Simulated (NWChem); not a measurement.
# C3H12BNO2Si; SMILES CN(C)[SiH2]CB(O)O

```xyz
20

Si    -0.4023    -0.4086     0.3726
N      0.0066    -2.0320    -0.1513
C     -0.9339    -3.1192     0.0387
C      1.3861    -2.4651    -0.2582
C      0.6611     0.8903    -0.4846
B      0.1419     2.3476    -0.1509
O      0.9928     3.2440     0.4430
O     -1.1500     2.7662    -0.3975
H     -0.3230    -0.1798     1.8697
H     -1.8528    -0.2174    -0.0129
H     -0.7682    -3.6883     0.9884
H     -0.8610    -3.8545    -0.7966
H     -1.9747    -2.7362     0.0556
H      1.7619    -2.9772     0.6638
H      1.5093    -3.1847    -1.1011
H      2.0552    -1.6048    -0.4596
H      1.7240     0.7915    -0.1852
H      0.5920     0.6921    -1.5768
H      0.5284     4.0826     0.6256
H     -1.7065     2.0569    -0.7642
```
Atoms are numbered in this order, from 1.

All runs: NWChem. Pople sets run with spherical d functions. Coordinates come from a PBE-D3(BJ)/def2-SVP optimisation. No frequency run checked for a minimum. Vzz is the largest principal value of the second derivative of the potential at the nucleus (NWChem prints the opposite sign); η is the asymmetry. Non-relativistic.

For level PBE0/6-31G*:

Vzz N2 (a.u.): -1.040
Vzz B6 (a.u.): 0.298
Vzz O8 (a.u.): 1.279

Task: How do the values read with level PBE/6-31G* instead?

Result: 
- Vzz N2 (a.u.): -1.013
- Vzz B6 (a.u.): 0.269
- Vzz O8 (a.u.): 1.253
